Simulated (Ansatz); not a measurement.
System: sum formula CaO$_{2}$H$_{2}$, charge 0, multiplicity 1. SMILES: [OH][Ca][OH]
Coordinates optimised at B3LYP-D3(BJ)/def2-TZVP (Ansatz, a program for electronic structure):
```xyz
5

Ca     0.0000     0.0000     0.0000
O      0.0000     0.0000     2.0388
O      0.0000     0.0000    -2.0388
H      0.0000     0.0000     2.9939
H      0.0000     0.0000    -2.9939
```
Charge 0, spin multiplicity 1.

Task: Give the harmonic wavenumbers at B3LYP-D3(BJ)/def2-TZVP (Ansatz, finite differences of forces, unscaled).

Result: 7, 7, 448, 448, 458, 458, 529, 634, 3931, 3931 cm⁻¹. Zero-point energy 15.5 kcal/mol.
